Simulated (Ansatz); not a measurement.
Consider the hydrogenolysis of the Si–C bond: `CN(C)[SiH](C)C` + H₂ → `C[SiH2]N(C)C` + CH₄.

Calculated with Ansatz (gas phase, PBE0-D4/def2-TZVP geometries, no zero-point term in ΔE). CCSD(T)/CBS adds triple-zeta CCSD(T) − MP2 to the extrapolated MP2 energy (def2 sets, frozen cores). This one scheme is used for every species. DFT in def2-TZVPP. Each species was taken in one conformer, which may not be the lowest.

Q: Is it downhill or uphill in electronic energy at CCSD(T)/CBS, and by how much? (An estimate is asked.)

A: The calculation gave: Downhill: ΔE = -0.23 eV.

Q: What do these levels give: LDA (SPW92), PBE-D4, BLYP-D4, r2SCAN-D4, r2SCANh-D4, ωB97X-V, ωB97M-V, revPBE, r2SCAN0, RPA@PBE/def2-TZVPP, CCSD/def2-SVP, CCSD/def2-TZVPP? (An estimate is asked.)

A: Ansatz gave: LDA (SPW92) -0.21, PBE-D4 -0.22, BLYP-D4 -0.24, r2SCAN-D4 -0.22, r2SCANh-D4 -0.23, ωB97X-V -0.26, ωB97M-V -0.23, revPBE -0.33, r2SCAN0 -0.27, RPA@PBE/def2-TZVPP -0.27, CCSD/def2-SVP -0.41, CCSD/def2-TZVPP -0.30 eV.

Largest T1 diagnostic among the species: 0.010.

At CCSD(T), def2-SVP lies −0.15 eV from the extrapolated value and def2-TZVPP −0.02 eV. The D4 term adds +0.12 eV with B3LYP and +0.07 eV with PBE0; it sums over pairs of atoms, weighted by their polarisabilities, and B3LYP, whose exchange is more repulsive, gets the larger term.

B3LYP here is the variant with VWN-RPA as its local correlation; programs differ in this.
